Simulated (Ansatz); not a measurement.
A made-up structure of SiO2F (charge -1), singlet:

```json
{"atom": "O1", "x (Å)": "0.8688", "y (Å)": "0.7029", "z (Å)": "1.1275"}
{"atom": "Si2", "x (Å)": "0.0601", "y (Å)": "-0.0742", "z (Å)": "0.0744"}
{"atom": "O3", "x (Å)": "1.5050", "y (Å)": "1.5692", "z (Å)": "1.8937"}
{"atom": "F4", "x (Å)": "-0.7480", "y (Å)": "0.9241", "z (Å)": "-0.9261"}
```

It is relaxed with PBE-D4/def2-SVPD and then PBE0-D4/def2-TZVPD (Ansatz 0.2.0). Atoms count as bonded within 1.22 times the sum of their covalent radii (H–H: 0.88 Å). The end point is not checked to be a true minimum.

**Question.** Does its bonding change? (Judge from chemistry; the calculation decides.)

**Answer.** Computed: No: no bond forms or breaks.

Where it ends: The first stage lowers the energy by 0.59 eV in 8 steps. It ends as SiO₂F ([O][O][Si][F]), total charge -1:
```csv
atom,x (Å),y (Å),z (Å)
O1,0.9767,0.4150,1.2347
Si2,0.0423,-0.1520,0.0602
O3,1.2817,1.7442,1.6269
F4,-0.6147,1.1149,-0.7523
```

Labels in which every atom is bracketed show which atoms are joined, not bond orders.

For scale, one of the runs: PBE0-D4/def2-TZVPD relaxation, 163 basis functions, launched by `ansatz run in.yaml --threads 2 --pin off --events-out ev --progress --plain --max-ram 4352MiB`. Hardware: 2 CPU threads of an Arm Neoverse V1, shared host. Wall time about 25 s.
